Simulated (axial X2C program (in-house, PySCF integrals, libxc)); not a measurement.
## Ω levels of NdC from open-shell CI on f3 s1 d(πδ)0

Calculated with an axial X2C code built on PySCF integrals: two-component X2C with atomic mean-field Coulomb and Gaunt terms, basis Nd dyall-v3z, C dyall-v3z (cores contracted in-house). Orbitals come from Hartree–Fock averaged over the configuration Nd f3 s1 d(πδ)0; CI then distributes these electrons over the f, s, d(πδ) shells of Nd.

R = 2.008 Å (near the minimum of the configuration average).

Active spinors (ω > 0):

```csv
shell,ω,ε (eV),character
f,1/2,3.91,97% Nd f
f,5/2,3.95,100% Nd f
f,3/2,3.97,99% Nd f
f,7/2,4.25,100% Nd f
f,5/2,4.32,100% Nd f
f,1/2,4.37,99% Nd f
f,3/2,4.40,99% Nd f
s,1/2,-2.53,"72% Nd s, 22% Nd p, 3% C p"
d(πδ),1/2,0.97,"62% Nd d, 16% Nd p, 16% C p"
d(πδ),3/2,1.84,97% Nd d
d(πδ),5/2,1.87,99% Nd d
d(πδ),3/2,5.67,"58% Nd d, 30% Nd f, 8% C p"
```

Lowest levels of this model:

```json
{"Ω": "4", "energy (cm⁻¹)": "0", "g∥": "4.93", "μ (D)": "-3.31", "configuration": "100% f3 s1"}
{"Ω": "3", "energy (cm⁻¹)": "86", "g∥": "3.20", "μ (D)": "-3.33", "configuration": "100% f3 s1"}
{"Ω": "0", "energy (cm⁻¹)": "263", "g∥": "0.00", "μ (D)": "-3.31", "configuration": "100% f3 s1"}
{"Ω": "1", "energy (cm⁻¹)": "311", "g∥": "1.71", "μ (D)": "-3.31", "configuration": "100% f3 s1"}
{"Ω": "2", "energy (cm⁻¹)": "342", "g∥": "2.57", "μ (D)": "-3.31", "configuration": "100% f3 s1"}
{"Ω": "5", "energy (cm⁻¹)": "466", "g∥": "8.79", "μ (D)": "-3.20", "configuration": "100% f3 s1"}
{"Ω": "4", "energy (cm⁻¹)": "587", "g∥": "6.70", "μ (D)": "-3.23", "configuration": "100% f3 s1"}
{"Ω": "3", "energy (cm⁻¹)": "842", "g∥": "5.59", "μ (D)": "-3.25", "configuration": "100% f3 s1"}
{"Ω": "0", "energy (cm⁻¹)": "867", "g∥": "0.00", "μ (D)": "-3.26", "configuration": "100% f3 s1"}
{"Ω": "1", "energy (cm⁻¹)": "897", "g∥": "1.56", "μ (D)": "-3.26", "configuration": "100% f3 s1"}
{"Ω": "2", "energy (cm⁻¹)": "911", "g∥": "3.61", "μ (D)": "-3.26", "configuration": "100% f3 s1"}
{"Ω": "6", "energy (cm⁻¹)": "2044", "g∥": "12.80", "μ (D)": "-3.24", "configuration": "100% f3 s1"}
{"Ω": "5", "energy (cm⁻¹)": "2145", "g∥": "10.37", "μ (D)": "-3.28", "configuration": "100% f3 s1"}
{"Ω": "5", "energy (cm⁻¹)": "2197", "g∥": "8.63", "μ (D)": "-3.23", "configuration": "100% f3 s1"}
{"Ω": "4", "energy (cm⁻¹)": "2222", "g∥": "6.49", "μ (D)": "-3.27", "configuration": "100% f3 s1"}
{"Ω": "4", "energy (cm⁻¹)": "2452", "g∥": "8.78", "μ (D)": "-3.30", "configuration": "100% f3 s1"}
{"Ω": "3", "energy (cm⁻¹)": "2550", "g∥": "5.37", "μ (D)": "-3.31", "configuration": "100% f3 s1"}
{"Ω": "2", "energy (cm⁻¹)": "2655", "g∥": "4.28", "μ (D)": "-3.33", "configuration": "100% f3 s1"}
{"Ω": "0", "energy (cm⁻¹)": "2661", "g∥": "0.00", "μ (D)": "-3.33", "configuration": "100% f3 s1"}
{"Ω": "1", "energy (cm⁻¹)": "2662", "g∥": "2.47", "μ (D)": "-3.32", "configuration": "100% f3 s1"}
{"Ω": "3", "energy (cm⁻¹)": "2671", "g∥": "6.32", "μ (D)": "-3.24", "configuration": "100% f3 s1"}
{"Ω": "0", "energy (cm⁻¹)": "2675", "g∥": "0.00", "μ (D)": "-3.26", "configuration": "100% f3 s1"}
{"Ω": "1", "energy (cm⁻¹)": "2716", "g∥": "1.47", "μ (D)": "-3.25", "configuration": "100% f3 s1"}
{"Ω": "2", "energy (cm⁻¹)": "2762", "g∥": "3.59", "μ (D)": "-3.22", "configuration": "100% f3 s1"}
{"Ω": "7", "energy (cm⁻¹)": "3806", "g∥": "16.50", "μ (D)": "-3.27", "configuration": "100% f3 s1"}
{"Ω": "6", "energy (cm⁻¹)": "3896", "g∥": "13.86", "μ (D)": "-3.34", "configuration": "100% f3 s1"}
{"Ω": "5", "energy (cm⁻¹)": "4169", "g∥": "11.13", "μ (D)": "-3.34", "configuration": "100% f3 s1"}
{"Ω": "6", "energy (cm⁻¹)": "4315", "g∥": "12.45", "μ (D)": "-3.20", "configuration": "100% f3 s1"}
{"Ω": "0", "energy (cm⁻¹)": "4617", "g∥": "0.00", "μ (D)": "-3.39", "configuration": "100% f3 s1"}
{"Ω": "0", "energy (cm⁻¹)": "5049", "g∥": "0.00", "μ (D)": "-3.26", "configuration": "100% f3 s1"}
```

g∥ is the magnitude of 2⟨Lz + ge Sz⟩ for the +Ω component. μ is positive if the C end is positive.

(1) From Ω and g∥ of the lowest level, whose 2⟨Lz + ge Sz⟩ is positive, find ⟨Sz⟩ and ⟨Lz⟩ (ge = 2.0023).

Occupations of the active spinors in the lowest level by ω, shell by shell in order of energy: -7/2: 0.00; -5/2: 0.00 0.00 0.00; -3/2: 0.01 0.00 0.00 0.00; -1/2: 0.19 0.03 0.87 0.00; 1/2: 0.64 0.14 0.13 0.00; 3/2: 0.71 0.22 0.00 0.00; 5/2: 0.86 0.13 0.00; 7/2: 0.07. The leading determinant has weight 0.44 among 657.

This point took 2.4 s on 1 thread of Intel(R) Xeon(R) 6975P-C (Granite Rapids), with other jobs on the host.

There is no dynamic correlation: spin–orbit spacings and, for f shells, spacings inside one term are the most reliable numbers, splittings between terms come out too wide, and energies between configurations are not reliable, so the lowest level need not be the ground state of the molecule. At most 4 roots were kept for each Ω > 0 (twice that for Ω = 0) within 2.2 eV of the lowest, so higher up levels can be missing between those listed; levels with Ω > 0 are doubly degenerate and listed once, Ω = 0 levels singly. Some active spinors are only partly of the character that their shell is named for, so the shell names and counts are nominal. States that fill the shells left empty in the average are placed too high. Along the bond the averaged SCF switches between close solutions, so this one may not be the lowest.

Results:

(1) Ω = ⟨Lz⟩ + ⟨Sz⟩ = 4 and ⟨Lz⟩ + ge⟨Sz⟩ = 2.465, so ⟨Sz⟩ = -1.53 and ⟨Lz⟩ = 5.53.
